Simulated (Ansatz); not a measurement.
AlH₅SeSi, SMILES `[AlH2][Se][SiH3]`. Charge 0, multiplicity 1. The structure was optimised at the PBE0-D4/def2-TZVP level.

```xyz
8

Al   -1.215   -1.327    0.644
Se    1.013   -0.806    0.967
Si    0.999    0.987   -0.448
H    -2.060   -0.424   -0.343
H    -1.794   -2.569    1.429
H     2.374    1.544   -0.436
H     0.040    2.021    0.014
H     0.643    0.574   -1.828
```

(1) What is the dipole moment at B3LYP/def2-TZVPP? (Best estimate.)

(2) And with PBE, r2SCAN, ωB97M-V? (An estimate is asked.)

(3) Give the Mulliken charges with B3LYP, r2SCAN, ωB97M-V in def2-TZVPP. (Best estimate.)

Results:

(1) Computed: 0.76 D, with components (-0.54, 0.32, -0.43) D in this frame, pointing from negative to positive charge.

(2) The calculation gave: PBE 0.66 D, r2SCAN 0.76 D, ωB97M-V 0.84 D.

(3) Computed: 
```tsv
atom	B3LYP	r2SCAN	ωB97M-V
Al1	0.40	0.46	0.35
Se2	-0.23	-0.26	-0.24
Si3	0.23	0.26	0.11
H4	-0.13	-0.15	-0.10
H5	-0.13	-0.15	-0.10
H6	-0.05	-0.06	-0.01
H7	-0.05	-0.06	-0.01
H8	-0.05	-0.06	-0.01
```

B3LYP here is the variant with VWN-RPA as its local correlation; programs differ in this.
